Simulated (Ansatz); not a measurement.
Isolated molecules relaxed with PBE0-D4/def2-TZVP in Ansatz; ΔE leaves out vibrations. CCSD(T)/CBS adds triple-zeta CCSD(T) − MP2 to the extrapolated MP2 energy (def2 sets, frozen cores). This one scheme is used for every species. Functionals use def2-TZVPP. B3LYP here is the variant with VWN-RPA as its local correlation; programs differ in this. Elements past krypton have def2 core potentials. For Se, Sn outer-core shells are correlated without core-valence functions, which leaves a few kJ/mol of doubt a bond. Scalar relativity is left out up to krypton. Each species was taken in one conformer, which may not be the lowest.

Reaction (ligand exchange at the Sn–Se bond): `[Cl][Sn]([Cl])([Cl])[SeH]` + H–F → `[F][Sn]([Cl])([Cl])[Cl]` + H₂Se

```
             level  ΔE (kJ/mol)  difference from CCSD(T)/CBS
       LDA (SPW92)         42.6                         -2.0
           PBE0-D4         46.4                          1.8
          B3LYP-D4         38.7                         -5.9
           ωB97X-V         28.6                        -16.0
            B2PLYP         33.0                        -11.6
              BLYP         22.3                        -22.3
            r2SCAN         31.5                        -13.1
              PBE0         40.5                         -4.1
           LC-ωPBE         25.3                        -19.3
RPA@PBE/def2-TZVPP         31.7                        -12.9
      MP2/def2-SVP         31.2                        -13.4
  CCSD(T)/def2-SVP         27.3                        -17.3
SCS-MP2/def2-TZVPP         39.5                         -5.1
    MP2/def2-QZVPP         52.4                          7.8
      HF/CBS(def2)         20.3                        -24.3
    CCSD/CBS(def2)         42.9                         -1.7
       CCSD(T)/CBS         44.6                            0
```

Largest T1 diagnostic among the species: 0.012.

From r2SCAN to r2SCAN0 (25 % exact exchange), in def2-TZVPP and without D4, ΔE moves by +7.4 kJ/mol. At CCSD(T), def2-SVP lies −17.2 kJ/mol from the extrapolated value and def2-TZVPP −6.3 kJ/mol. In def2-TZVPP, CCSD(T) changes the Hartree–Fock value by +13.6 kJ/mol (the triples alone add +1.6 kJ/mol) and MP2 by +25.5 kJ/mol.

CCSD(T)/CBS has its own doubt, a few kJ/mol and more with outer-core shells, so smaller differences from it don't rank the levels.
